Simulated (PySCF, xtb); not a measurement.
C₂H₃BF₂O, SMILES FC(=C)B(O)F.

GFN2-xTB (xtb 6.7.1) at its own geometry gives an orbital gap of 4.42 eV and a dipole moment of 1.31 D.

Coordinates come from a B3LYP-D3(BJ)/def2-SVP optimisation. The structure was generated by enumeration, and PubChem lists no compound with its InChIKey, so it may never have been made. One conformer was computed; it need not be the lowest.

What does PBE/def2-TZVP (PySCF) give? (An estimate is asked for; the answer gives what the named calculation found.)

gap 4.67 eV (levels -6.88 and -2.21 eV), dipole 1.49 D.
